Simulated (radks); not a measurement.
Isoelectronic series with 6 electrons, each ion in its NIST ground configuration. All-electron calculation, Dirac Kohn-Sham, BLYP, spin-unpolarised, spherical densities, finite nucleus; open shells fill j = l - 1/2 first; Fermi nuclear charge, rms radius of each element as measured or else 0.836 A^(1/3) + 0.57 fm. Program: a radial shooting solver on a logarithmic mesh with Libxc functionals. Total energies (hartree) and mean radii <r> (bohr) (* marks an orbital that is empty in some or all of the ions):

| ion | configuration | E (hartree) | 2p3/2* | 2p1/2 | 2s1/2 | 1s1/2 |
|---|---|---|---|---|---|---|
| C | [He] 2s2 2p2 | -37.81804 | 1.804 | 1.802 | 1.572 | 0.2707 |
| N+ | [He] 2s2 2p2 | -54.02066 | 1.277 | 1.275 | 1.246 | 0.2297 |
| O2+ | [He] 2s2 2p2 | -73.24428 | 1.002 | 1.001 | 1.030 | 0.1993 |
| F3+ | [He] 2s2 2p2 | -95.48691 | 0.8283 | 0.8272 | 0.8775 | 0.1760 |
| Ne4+ | [He] 2s2 2p2 | -120.75029 | 0.7073 | 0.7061 | 0.7644 | 0.1576 |
| Mg6+ | [He] 2s2 2p2 | -180.35376 | 0.5486 | 0.5473 | 0.6078 | 0.1302 |
| Al7+ | [He] 2s2 2p2 | -214.70345 | 0.4936 | 0.4922 | 0.5513 | 0.1198 |
| Si8+ | [He] 2s2 2p2 | -252.09273 | 0.4487 | 0.4472 | 0.5044 | 0.1109 |
| P9+ | [He] 2s2 2p2 | -292.52812 | 0.4114 | 0.4098 | 0.4648 | 0.1032 |
| S10+ | [He] 2s2 2p2 | -336.01675 | 0.3798 | 0.3781 | 0.4309 | 0.09647 |
| Cl11+ | [He] 2s2 2p2 | -382.56635 | 0.3527 | 0.3510 | 0.4016 | 0.09057 |
| Ar12+ | [He] 2s2 2p2 | -432.18528 | 0.3293 | 0.3275 | 0.3760 | 0.08535 |
| K13+ | [He] 2s2 2p2 | -484.88246 | 0.3088 | 0.3069 | 0.3534 | 0.08068 |
| Ca14+ | [He] 2s2 2p2 | -540.66739 | 0.2907 | 0.2887 | 0.3334 | 0.07650 |
| Sc15+ | [He] 2s2 2p2 | -599.55017 | 0.2746 | 0.2725 | 0.3154 | 0.07271 |
| Ti16+ | [He] 2s2 2p2 | -661.54158 | 0.2602 | 0.2580 | 0.2993 | 0.06928 |
| V17+ | [He] 2s2 2p2 | -726.65298 | 0.2472 | 0.2449 | 0.2847 | 0.06614 |
| Cr18+ | [He] 2s2 2p2 | -794.89628 | 0.2355 | 0.2331 | 0.2714 | 0.06328 |
| Mn19+ | [He] 2s2 2p2 | -866.28409 | 0.2248 | 0.2223 | 0.2593 | 0.06064 |
| Fe20+ | [He] 2s2 2p2 | -940.82973 | 0.2150 | 0.2125 | 0.2482 | 0.05821 |
